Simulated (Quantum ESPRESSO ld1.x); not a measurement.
Input file for ld1.x (Quantum ESPRESSO 7.5):

```
 &input
    atom='Tb',
    iswitch=1,
    rel=1,
    lsd=1,
    dft='PZ',
    config='[Kr] 4d10 4f4 5s2 5p0 6s0',
    verbosity='high',
    prefix='ld1',
    max_out_wfc=37,
    file_charge='ld1.rho',
 /
```

Command: `OMP_NUM_THREADS=1 ld1.x < ld1.in > ld1.out`

Standard output:

```
     Program LD1 v.7.5 starts

     --------------------------- All-electron run ----------------------------

     scalar relativistic calculation

     atomic number is 65.00
     dft =PZ   lsd =1 sic =0 latt =0  beta=0.20 tr2=1.0E-14
     Exchange-correlation= PZ
                           (   1   1   0   0   0   0   0)
     mesh =2099 r(mesh) = 100.44524 a.u. xmin = -8.00 dx = 0.00800
     1 Ry =  13.60569312 eV, c = 137.03599908

     n l     nl                  e(Ry)          e(Ha)          e(eV)
     1 0     1S 1( 1.00)   -3828.080395965   -1914.040197982 -52083.6871176
     2 0     2S 1( 1.00)    -651.217834023    -325.608917012  -8860.2700059
     2 1     2P 1( 3.00)    -581.095754114    -290.547877057  -7906.2105055
     3 0     3S 1( 1.00)    -160.066683101     -80.033341551  -2177.8181695
     3 1     3P 1( 3.00)    -138.440117633     -69.220058817  -1883.5737564
     4 0     4S 1( 1.00)     -47.088591672     -23.544295836   -640.6729279
     4 1     4P 1( 3.00)     -39.829447290     -19.914723645   -541.9072371
     3 2     3D 1( 5.00)    -110.183781713     -55.091890856  -1499.1267211
     4 2     4D 1( 5.00)     -29.842966113     -14.921483056   -406.0342388
     4 3     4F 1( 4.00)     -18.739060365      -9.369530183   -254.9579047
     5 0     5S 1( 1.00)     -19.293306999      -9.646653499   -262.4988144
     5 1     5P 1( 0.00)     -16.865971627      -8.432985813   -229.4732342
     6 0     6S 1( 0.00)     -10.547850956      -5.273925478   -143.5108232
     1 0     1S 2( 1.00)   -3828.081227870   -1914.040613935 -52083.6984363
     2 0     2S 2( 1.00)    -651.210931632    -325.605465816  -8860.1760941
     2 1     2P 2( 3.00)    -581.091054390    -290.545527195  -7906.1465626
     3 0     3S 2( 1.00)    -159.896471267     -79.948235633  -2175.5023195
     3 1     3P 2( 3.00)    -138.271478085     -69.135739043  -1881.2792985
     4 0     4S 2( 1.00)     -46.755134467     -23.377567233   -636.1360115
     4 1     4P 2( 3.00)     -39.503978253     -19.751989127   -537.4790052
     3 2     3D 2( 5.00)    -110.052048407     -55.026024203  -1497.3343982
     4 2     4D 2( 5.00)     -29.526797795     -14.763398897   -401.7325497
     4 3     4F 2( 0.00)     -18.425750119      -9.212875059   -250.6951017
     5 0     5S 2( 1.00)     -19.128494421      -9.564247211   -260.2564250
     5 1     5P 2( 0.00)     -16.724424305      -8.362212153   -227.5473848
     6 0     6S 2( 0.00)     -10.497820582      -5.248910291   -142.8301253

     final scf error:  5.1E-15 reached in  22 iterations

     Etot =  -23299.712518 Ry,  -11649.856259 Ha, -317008.738371 eV
     Total magnetization:    4.00 Bohr mag.

     Ekin =   25083.113589 Ry,   12541.556795 Ha,  341273.146067 eV
     Encl =  -55923.530238 Ry,  -27961.765119 Ha, -760878.390774 eV
     Eh   =    8017.285028 Ry,    4008.642514 Ha,  109080.719766 eV
     Exc  =    -476.580897 Ry,    -238.290448 Ha,   -6484.213430 eV

     normalization and overlap integrals

     s(1S/1S) =  1.000000  <r> =   0.0215  <r2> =    0.0006  r(max) =   0.0136
     s(1S/2S) = -0.023727
     s(1S/3S) = -0.010291
     s(1S/4S) = -0.005053
     s(1S/5S) = -0.002575
     s(1S/6S) = -0.001635
     s(2S/2S) =  1.000000  <r> =   0.0916  <r2> =    0.0099  r(max) =   0.0774
     s(2S/3S) = -0.006474
     s(2S/4S) = -0.003040
     s(2S/5S) = -0.001534
     s(2S/6S) = -0.000971
     s(2P/2P) =  1.000000  <r> =   0.0809  <r2> =    0.0080  r(max) =   0.0629
     s(2P/3P) = -0.005207
     s(2P/4P) = -0.002327
     s(2P/5P) = -0.001160
     s(3S/3S) =  1.000000  <r> =   0.2396  <r2> =    0.0656  r(max) =   0.2208
     s(3S/4S) = -0.002147
     s(3S/5S) = -0.001046
     s(3S/6S) = -0.000656
     s(3P/3P) =  1.000000  <r> =   0.2383  <r2> =    0.0658  r(max) =   0.2156
     s(3P/4P) = -0.001841
     s(3P/5P) = -0.000886
     s(4S/4S) =  1.000000  <r> =   0.5338  <r2> =    0.3211  r(max) =   0.5034
     s(4S/5S) = -0.000721
     s(4S/6S) = -0.000438
     s(4P/4P) =  1.000000  <r> =   0.5614  <r2> =    0.3575  r(max) =   0.5239
     s(4P/5P) = -0.000620
     s(3D/3D) =  1.000000  <r> =   0.2166  <r2> =    0.0551  r(max) =   0.1765
     s(3D/4D) = -0.001348
     s(4D/4D) =  1.000000  <r> =   0.5960  <r2> =    0.4089  r(max) =   0.5367
     s(4F/4F) =  1.000000  <r> =   0.6474  <r2> =    0.4953  r(max) =   0.5074
     s(5S/5S) =  1.000000  <r> =   1.0981  <r2> =    1.3408  r(max) =   1.0593
     s(5S/6S) = -0.000289
     s(5P/5P) =  1.000000  <r> =   1.1816  <r2> =    1.5564  r(max) =   1.1384
     s(6S/6S) =  1.000000  <r> =   1.9035  <r2> =    4.0249  r(max) =   1.9302
     s(1S/1S) =  1.000000  <r> =   0.0215  <r2> =    0.0006  r(max) =   0.0136
     s(1S/2S) = -0.023727
     s(1S/3S) = -0.010299
     s(1S/4S) = -0.005048
     s(1S/5S) = -0.002555
     s(1S/6S) = -0.001628
     s(2S/2S) =  1.000000  <r> =   0.0916  <r2> =    0.0099  r(max) =   0.0774
     s(2S/3S) = -0.006479
     s(2S/4S) = -0.003036
     s(2S/5S) = -0.001522
     s(2S/6S) = -0.000967
     s(2P/2P) =  1.000000  <r> =   0.0809  <r2> =    0.0080  r(max) =   0.0629
     s(2P/3P) = -0.005212
     s(2P/4P) = -0.002323
     s(2P/5P) = -0.001150
     s(3S/3S) =  1.000000  <r> =   0.2395  <r2> =    0.0655  r(max) =   0.2191
     s(3S/4S) = -0.002147
     s(3S/5S) = -0.001039
     s(3S/6S) = -0.000654
     s(3P/3P) =  1.000000  <r> =   0.2381  <r2> =    0.0657  r(max) =   0.2156
     s(3P/4P) = -0.001840
     s(3P/5P) = -0.000880
     s(4S/4S) =  1.000000  <r> =   0.5341  <r2> =    0.3214  r(max) =   0.5034
     s(4S/5S) = -0.000715
     s(4S/6S) = -0.000436
     s(4P/4P) =  1.000000  <r> =   0.5619  <r2> =    0.3582  r(max) =   0.5239
     s(4P/5P) = -0.000614
     s(3D/3D) =  1.000000  <r> =   0.2164  <r2> =    0.0550  r(max) =   0.1765
     s(3D/4D) = -0.001346
     s(4D/4D) =  1.000000  <r> =   0.5971  <r2> =    0.4105  r(max) =   0.5367
     s(4F/4F) =  1.000000  <r> =   0.6514  <r2> =    0.5023  r(max) =   0.5115
     s(5S/5S) =  1.000000  <r> =   1.1036  <r2> =    1.3542  r(max) =   1.0593
     s(5S/6S) = -0.000285
     s(5P/5P) =  1.000000  <r> =   1.1885  <r2> =    1.5741  r(max) =   1.1475
     s(6S/6S) =  1.000000  <r> =   1.9110  <r2> =    4.0577  r(max) =   1.9457

     ------------------------ End of All-electron run ------------------------
```

Run on one thread of a shared host, so times are rough (Intel(R) Xeon(R) Processor @ 2.60GHz): 0.78 s of CPU time, 0.81 s wall, 22 iterations on 2099 mesh points.
